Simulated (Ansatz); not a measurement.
The same path of CH₄GeOS (8 atoms, charge 0, multiplicity 1) was run twice with different band settings. Lost on the way: O1–C2, C2–H6. Made: O1–H6.

The calculation used RKS PBE0-D4/def2-SVP (Ansatz 0.2.0).

Relaxed end points:

```xyz
8
Properties=species:S:1:pos:R:3
O -0.831 0.278 -1.517
C -0.464 0.558 -0.215
S -1.455 -0.351 1.031
Ge 0.714 -0.672 0.755
H -0.192 0.704 -2.101
H -0.390 1.633 0.019
H 1.614 -0.229 1.913
H 1.095 -1.978 0.059
```

```xyz
8
Properties=species:S:1:pos:R:3
O -0.316 0.557 -1.944
C -0.335 0.969 0.683
S -1.215 -0.135 1.606
Ge 0.890 -0.592 0.857
H -0.251 1.263 -1.274
H -1.269 0.426 -2.011
H 1.771 -0.745 2.100
H 0.818 -1.800 -0.074
```

Common settings: movable images 7; climbing image yes; spring 5.0 eV/Å²; start path through a guess of the saddle point; force threshold 0.03 eV/Å; iteration limit 60; end points relaxed.

| run | optimiser | largest step |
| --- | --- | --- |
| 1 | quadratic models (default) | default |
| 2 | lbfgs | 0.02 Å |

Task: What does each run give, and how far can it be trusted?

Result: Run 1: converged after 16 iterations, highest image 3.248 eV above the first end. The profile has 2 maxima (images 3, 6) with wells between them (image 5): this band takes more than one step, which may be the mechanism or a detour left from its start path. Neighbouring images differ by up to 1.7 eV, so the band resolves the path poorly. A vibrational analysis at the climbing image gives one clearly imaginary mode, 1282i cm⁻¹: a first-order saddle point.
Run 2: not converged after 60 iterations, highest image 3.271 eV above the first end. The band didn't meet its force threshold, so its energies are provisional: the largest band force was still 0.25 eV/Å, and over the last iterations the top stayed at 3.27 eV.
The orbitals stay closed-shell, which can raise the energy where a bond breaks towards radicals; this wasn't checked here.
